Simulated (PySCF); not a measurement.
I4Ti, SMILES [I][Ti-]([I])([I])[I] (connectivity only; charge and spin as stated), charge -1, multiplicity 2.

The structure is a stationary point at PBE-D3(BJ)/def2-SVPD. The multiplicity is an assumed one; other spin states were not compared. The def2 effective core potentials stand for the cores of I; spin–orbit coupling is left out.

Level of theory: PBE-D3(BJ)/def2-SVPD (PySCF 2.14.0).

Frequencies are harmonic and unscaled.

Modes within 1.5 cm⁻¹ of each other (mostly degenerate sets) share a row, with their intensities summed.

| mode | ν (cm⁻¹) | IR (km/mol) | moving atoms (share of kinetic energy) |
|---|---|---|---|
| 1 | 26 | 0.0 | I 100 % |
| 2 | 41 | 0.0 | I 100 % |
| 3–4 | 47 | 0.1 | I 89 %, Ti 11 % |
| 5 | 55 | 0.3 | I 91 %, Ti 9 % |
| 6 | 134 | 0.0 | I 100 % |
| 7–8 | 262 | 143.0 | Ti 81 %, I 19 % |
| 9 | 279 | 45.5 | Ti 83 %, I 17 % |
